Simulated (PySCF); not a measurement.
**Se²⁸⁺ (selenium, charge +28): Hartree-Fock from Schrödinger to Dirac-Coulomb-Breit**

Occupied: 1s1/2, 2s1/2, 2p1/2. Hartree-Fock calculated with PySCF 2.14 in an uncontracted even-tempered set (20 s from 3.1 bohr⁻², ratio 2.3; 14 p from 3.7 bohr⁻², ratio 2.3), Gaussian nucleus throughout. NR is non-relativistic, sf-X2C the spin-free one-electron X2C Hamiltonian, X2C adds the bare one-electron spin-orbit term, X2C-SNSO screens it by Boettger's factors, DC is four-component Dirac-Coulomb, and the Gaunt and Breit terms are added at first order (total energies over the DC spinors, levels after relaxing the spinors in that mean field). QED terms are absent. Levels marked empty are virtual spinors of this ion.

```csv
Hamiltonian,E (hartree),E − E(DC) (hartree),CPU seconds
X2C,-1652.2677,0.1859,0.27
X2C-SNSO,-1652.1134,0.3402,0.27
DC,-1652.4536,0.0000,8.2
DC+Gaunt,-1651.5892,0.8644,16
DC+Breit,-1651.6332,0.8204,55
```

```
   level (eV)       X2C  X2C-SNSO        DC  DC+Gaunt  DC+Breit
        1s1/2  -14613.3  -14613.6  -14619.3  -14601.9  -14602.5
        2s1/2   -3242.4   -3242.5   -3243.1   -3241.5   -3241.7
        2p1/2   -3152.6   -3150.6   -3151.0   -3147.7   -3148.1
2p3/2 (empty)   -2960.3   -2961.4   -2961.4   -2959.8   -2960.2
3s1/2 (empty)   -1307.8   -1307.8   -1308.0   -1307.6   -1307.6
```

Weight of the small component: 1s1/2 0.0153, 2s1/2 0.00337, 2p1/2 0.00335, 2p3/2 0.00322, 3s1/2 0.00132.

Koopmans' value for the highest occupied level at DC+Breit: 3148.1 eV, against an ionisation energy of 3146 ± 3 eV (semi-empirical (NIST evaluation); NIST Atomic Spectra Database, ionization energies); the former lacks relaxation, correlation, QED and recoil.

The whole ladder took 82 s of wall time on 1 thread of AMD EPYC 9R14 (shared host), launched as `OMP_NUM_THREADS=1 python relrun2.py TASK.json OUT` (a driver that calls PySCF for each Hamiltonian).
